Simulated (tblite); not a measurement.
Compound: C5H2N3S (doublet state).
Structure used (GFN2-xTB), in Å, numbered top down from 1:
```xyz
11
C5H2N3S angstrom
N     -2.318    1.641   -1.157
C     -1.820    0.815   -0.542
C     -1.159   -0.209    0.214
N     -1.872   -1.022    0.875
C      0.289   -0.174    0.118
C      1.097    0.685   -0.585
N      2.412    0.410   -0.434
C      2.657   -0.570    0.313
S      1.296   -1.348    0.981
H     -1.355   -1.730    1.394
H      0.779    1.505   -1.203
```

Structure optimised with GFN2-xTB, isolated species. This method treats the open shell by occupation alone, without spin polarisation.

Take the most abundant isotopes and a rigid rotor. The values belong to one conformer with, in the numbering `[H]/[N:4]=[C:3](/[C:2]#[N:1])[c:5]1[cH:6][n:7][c:8][s:9]1`, C2–C3–C5–C6 0°.

(1) Give the principal moments of inertia and the rotational constants in MHz.

(2) What kind of rotor is it?

(3) Is it planar, by Δ = Ic − Ia − Ib?

(4) List the rotational levels J(Ka,Kc) to J = 2 (K).

## Answers

(1) Ia = 168.91, Ib = 449.87, Ic = 618.78 u·Å²; 505379 MHz·u·Å²/I gives A = 2992, B = 1123, C = 816.7 MHz.

(2) An asymmetric top; Ray's κ = -0.718.

(3) Planar: Δ = Ic − Ia − Ib = 0.00 u·Å². For a rigid frame Δ = −2 Σ m c², so it vanishes when all atoms lie in the ab plane; here none is more than 0.01 Å from it.

(4) Above 0(0,0), as E/k:
J = 1: 1(0,1) 0.093, 1(1,1) 0.183, 1(1,0) 0.198
J = 2: 2(0,2) 0.278, 2(1,2) 0.354, 2(1,1) 0.398, 2(2,1) 0.667, 2(2,0) 0.669
Those of J = 1 are B + C, A + C and A + B.

For this open shell read J as N, the rotation without spin; fine and hyperfine splittings come on top. Its GFN2-xTB frequencies are all real (lowest 50 cm⁻¹). Zero-point vibration and centrifugal distortion are left out.

Time: 0.47 s wall. Hardware: an Arm Neoverse V2 with one thread (shared host). These figures are those of the optimisation.

All values are computed, not measured.
